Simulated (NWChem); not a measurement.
System: CH3ClMgO; SMILES C[O][Mg][Cl]

```xyz
7

Mg     0.0652    -0.3409    -0.0003
Cl     0.5141    -2.4925     0.0010
O     -0.2943     1.3815    -0.0013
C     -0.5745     2.7263    -0.0021
H     -1.1585     3.0303     0.8892
H      0.3458     3.3435    -0.0069
H     -1.1659     3.0277    -0.8894
```
Atoms are numbered in this order, from 1.

Coordinates come from a PBE0/def2-SVP optimisation.

Question: Give the principal values of the shielding tensors (ppm) of Mg1, Cl2, O3, C4 from B3LYP/6-311G** (spherical d), GIAO (NWChem), with their diamagnetic and paramagnetic parts as GIAO splits them.

Answer: 
| atom | σ11 | σ22 | σ33 | isotropic | diamagnetic | paramagnetic |
|---|---|---|---|---|---|---|
| Mg1 | 439.6 | 439.6 | 711.2 | 530.1 | 712.7 | -182.6 |
| Cl2 | 1049.1 | 1049.1 | 1150.5 | 1082.9 | 1147.5 | -64.6 |
| O3 | 351.3 | 351.3 | 365.6 | 356.1 | 393.6 | -37.5 |
| C4 | 99.5 | 99.5 | 182.8 | 127.3 | 245.0 | -117.7 |
